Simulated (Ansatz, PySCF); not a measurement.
The pair A = dimethyl selenide (SMILES C[Se]C) (first 9 atoms), B = NH3 (SMILES N); geometry from B3LYP-D3(BJ)/def2-TZVP.
(charge 0, multiplicity 1):
```xyz
13

C     -0.7987     0.0632    -1.8323
Se    -0.6052     0.3573     0.0973
C      1.3183     0.7299     0.1027
H     -0.1782    -0.7731    -2.1477
H     -1.8452    -0.1698    -2.0179
H     -0.5251     0.9642    -2.3773
H      1.8596    -0.1130    -0.3225
H      1.5866     0.8564     1.1492
H      1.5251     1.6379    -0.4597
N      0.4057     0.1557     3.4034
H      0.8011    -0.2147     4.2600
H     -0.3400     0.7918     3.6624
H     -0.0232    -0.6159     2.9034
```

Correlated levels freeze the cores. Filled d and f shells under p-block atoms count as core.

Programs: Ansatz (a quantum-chemistry and plane-wave program) with Gaussian orbitals; PySCF for the dispersion terms. Values without a source in brackets are computed.

The monomers are drawn apart, rigid, along the line of their centres of mass. Counterpoise-corrected interaction energies (kcal/mol):

| level | R = 4.751 Å | R = 5.807 Å |
|---|---|---|
| PBE/def2-TZVPPD | -1.1173 | -0.4080 |
| PBE-D3(BJ)/def2-TZVPPD | -1.5254 | -0.5380 |
| wB97M-V/def2-TZVPPD | -1.3203 | -0.4992 |
| CCSD(T)/aug-cc-pVDZ | -1.3211 | -0.4962 |

Question: R is the distance of the centres of mass. Find the local exponent m of E ∝ R⁻ᵐ between the two points.

Answer: 
m = ln(E₁/E₂)/ln(R₂/R₁): PBE/def2-TZVPPD 5.0; PBE-D3(BJ)/def2-TZVPPD 5.2; wB97M-V/def2-TZVPPD 4.8; CCSD(T)/aug-cc-pVDZ 4.9. For scale, two fixed dipoles give m = 3, dipole and quadrupole 4, quadrupoles 5, and dispersion or dipole-induced dipole 6 at long range; at these distances several terms mix, and what is left of overlap and damping shifts m, so it need not match one of them.
